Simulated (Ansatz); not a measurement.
A run for Ansatz (a first-principles code): R-CCSD(T)/aug-cc-pV(D+d)Z on CH7ClSi (a complex), monomers drawn apart or pushed together. Files ending in .json are basis or fitting sets from the Basis Set Exchange.

Ansatz 0.2 input:
```yaml
crystal:
  periodic: [false, false, false]
  atoms:
    - {symbol: Cl, position_ang: [-0.56148929, -0.68711842, -0.50006534]}
    - {symbol: H, position_ang: [-0.12151837, -0.26959638, 0.63588191]}
    - {symbol: C, position_ang: [0.30986305, 0.76549808, 4.88052080]}
    - {symbol: Si, position_ang: [-0.23958329, -0.28399260, 3.43020883]}
    - {symbol: H, position_ang: [0.05463010, 1.81446003, 4.72125726]}
    - {symbol: H, position_ang: [1.38932241, 0.69619573, 5.02478620]}
    - {symbol: H, position_ang: [-0.17654881, 0.43468116, 5.80004809]}
    - {symbol: H, position_ang: [-1.70044171, -0.18015283, 3.20900734]}
    - {symbol: H, position_ang: [0.11798576, -1.70804668, 3.62500107]}
    - {symbol: H, position_ang: [0.43706963, 0.18136484, 2.18693118]}
basis:
  gaussian:
    orbitals: aug-cc-pV_D+d_Z.json
magnetization: {spin_polarized: false}
correlation: {method: ccsd_t, electrons: outside_noble_gas}
scf: {lower_state_search: off}
```

Q: What total energy does the run end on?

A: -790.9046 hartree (reference determinant -790.3929, T1 diagnostic 0.009).

Q: How many basis functions does it have, and what does it roughly cost on one machine?

A: 150 functions; very roughly 18 core-seconds.
